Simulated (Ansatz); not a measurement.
Start from `C/C=[CH]\[GaH][SH]` and change one atom or group to get `C/C=C\C[SiH3]`.

Ansatz, PBE0-D4/def2-TZVP geometries, multiplicity 1. Each molecule was computed in one conformer, which needn't be the lowest.

Scalar relativity is left out up to krypton.

| property | `C/C=[CH]\[GaH][SH]` |
| --- | --- |
| HOMO–LUMO gap (ωB97M-V/def2-TZVPP) / eV | 9.90 |
| size of the dipole moment (B3LYP/def2-TZVPP) / D | 2.26 |
| HOMO–LUMO gap (PBE/def2-TZVPP) / eV | 4.03 |
| HOMO energy (ωB97M-V/def2-TZVPP) / eV | -9.57 |
| LUMO energy (PBE/def2-TZVPP) / eV | -2.22 |
| HOMO–LUMO gap (PBE0/def2-TZVPP) / eV | 5.97 |

What does the change do to each property? (Best estimate.)

Ansatz gave: 
| property | `C/C=C\C[SiH3]` | shift |
| --- | --- | --- |
| HOMO–LUMO gap (ωB97M-V/def2-TZVPP) / eV | 11.15 | 1.25 |
| size of the dipole moment (B3LYP/def2-TZVPP) / D | 0.70 | -1.56 |
| HOMO–LUMO gap (PBE/def2-TZVPP) / eV | 5.12 | 1.09 |
| HOMO energy (ωB97M-V/def2-TZVPP) / eV | -8.96 | 0.61 |
| LUMO energy (PBE/def2-TZVPP) / eV | -0.58 | 1.64 |
| HOMO–LUMO gap (PBE0/def2-TZVPP) / eV | 7.18 | 1.21 |

With PBE0 the HOMO rises by 0.62 eV and the LUMO rises by 1.84 eV, so the gap widens by about 1.22 eV. PBE moves the HOMO by 0.55 eV and ωB97M-V by 0.61 eV. Dipoles are sizes alone; their direction can turn.

B3LYP here is the variant with VWN-RPA as its local correlation; programs differ in this.
